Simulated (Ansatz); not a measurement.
Isolated molecules relaxed with PBE0-D4/def2-TZVP in Ansatz; ΔE leaves out vibrations. CCSD(T)/CBS adds triple-zeta CCSD(T) − MP2 to the extrapolated MP2 energy (def2 sets, frozen cores). This one scheme is used for every species. DFT in def2-TZVPP. B3LYP here is the variant with VWN-RPA as its local correlation; programs differ in this. For Ge outer-core shells are correlated without core-valence functions, which leaves a few kJ/mol of doubt a bond. Scalar relativity is left out up to krypton. One conformer a species, not always the lowest.

`N=[C](O)[GeH3]` + acetylene → `C#[C][GeH3]` + `N=CO`  (formal exchange of groups at a Ge–C bond)

`N=[C](O)[GeH3]`:

Z-matrix (Å, degrees):
```
Ge
C 1 1.977
H 1 1.533 2 109.6
H 1 1.533 2 109.7 3 120.9
H 1 1.535 2 106.6 3 -119.5
O 2 1.345 1 111.9 3 -60.9
N 2 1.262 1 128.3 3 119.1
H 6 0.971 2 106.6 1 180.0
H 7 1.014 2 112.2 1 0.0
```

`C#C`:

```xyz
4

C     0.454    0.388   -0.041
C    -0.454   -0.388    0.041
H     1.261    1.078   -0.115
H    -1.261   -1.078    0.115
```

`C#[C][GeH3]`:

```xyz
7

C     0.142   -1.156   -1.631
C     0.057   -0.461   -0.650
Ge   -0.078    0.635    0.895
H     0.218   -1.771   -2.498
H    -1.436    1.346    0.875
H     0.037   -0.254    2.139
H     1.060    1.661    0.869
```

`N=CO`:

Z-matrix (Å, degrees):
```
C
O 1 1.336
N 1 1.258 2 122.1
H 1 1.092 2 110.5 3 -180.0
H 2 0.968 1 106.6 3 -0.0
H 3 1.014 1 111.3 2 180.0
```

```tsv
level	ΔE (kJ/mol)
r2SCAN-D4	-36.5
ωB97X-V	-37.2
B3LYP	-38.3
HF/def2-TZVPP	-50.9
```

Question: What does CCSD(T)/CBS give? (Best estimate.)

Answer: Computed: -36.3 kJ/mol. The listed levels differ from it by -0.2, -0.9, -2.0, -14.6 kJ/mol.

Largest T1 diagnostic among the species: 0.014.

From PBE to PBE0 (25 % exact exchange), in def2-TZVPP and without D4, ΔE moves by −4.2 kJ/mol. The D4 term adds +3.3 kJ/mol with B3LYP and +1.8 kJ/mol with PBE0; it sums over pairs of atoms, weighted by their polarisabilities, and B3LYP, whose exchange is more repulsive, gets the larger term. In def2-TZVPP, CCSD(T) changes the Hartree–Fock value by +11.2 kJ/mol (the triples alone add +1.7 kJ/mol) and MP2 by +9.2 kJ/mol.
